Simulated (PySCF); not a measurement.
Species: C6H6F2.
Bonds: C1–C2, C2–C3 (double), C3–C4, C4–C5 (double), C5–C6, C6–F7, C6–F8, C2–C6. Hydrogens: H9, H10, H11 on C1; H12 on C3; H13 on C4; H14 on C5.

Definitions: NICS(0) = −σiso at the ring centroid; NICS(1) = −σiso and NICS(1)zz = −σzz at ±1 Å along the ring normal z. Level: GIAO PBE0/pcSseg-1 (PySCF, non-relativistic, gas phase) on the GFN2-xTB geometry, one conformer.

Ring bond lengths (Å), with Mayer bond orders in brackets: C2–C3 1.336 (1.77), C3–C4 1.464 (1.06), C4–C5 1.332 (1.80), C5–C6 1.512 (1.01), C6–C2 1.527 (0.96).

Task: Give the NICS values of each ring in ppm.

Result: 
```tsv
ring	type	NICS(0)	NICS(1), two faces	NICS(1)zz, two faces	rms pucker (Å)	centre to ring atoms, mean (Å)
C2–C3–C4–C5–C6	5-membered carbocycle; formal bonds 2 double, 3 single	4.0	-0.2 / -0.2	7.7 / 7.7	0.00	1.22
```

Task: What do they say, and how far can they be read as aromaticity?

Result: 
- C2–C3–C4–C5–C6: mean NICS(1)zz 7.7 ppm, deshielded. C6 has four or more neighbours, so the value isn't read as a sign of a π ring current.

Task: At the first NICS(1) probe listed for ring C2–C3–C4–C5–C6, 1 Å off the ring, how large is the induced field along the normal in 14.1 T applied along it?

Result: NICSzz × B0 = 7.7 ppm × 14.1 T = 109 μT, along the applied field.

Task: List the ring angles and the Hirshfeld charges of the ring atoms.

Result: 
- C2–C3–C4–C5–C6: C2 107.6° (-0.007 e), C3 110.3° (-0.054 e), C4 110.3° (-0.036 e), C5 108.2° (-0.079 e), C6 103.6° (+0.181 e); sum 540.0° against 540° for a flat convex ring.

Task: How shielded are the nuclei of the rings and their hydrogens (means over atoms taken as equivalent)?

Result: 
```csv
atoms,environment,σ isotropic (ppm),"principal values of the symmetric part, first atom (ppm)"
C2,fully substituted alkene carbon,32.5,"-76.9, 35.5, 138.7"
C3,alkene CH carbon,53.3,"-49.6, 74.3, 135.3"
C4,alkene CH carbon,43.4,"-72.2, 54.1, 148.4"
C5,alkene CH carbon,47.8,"-55.4, 58.9, 139.9"
C6,CF2 carbon,55.6,"46.5, 57.3, 63.0"
H12,vinylic hydrogen,25.79,"23.7, 24.8, 28.9"
H13,vinylic hydrogen,25.30,"23.5, 24.9, 27.4"
H14,vinylic hydrogen,25.42,"24.5, 25.2, 26.5"
```
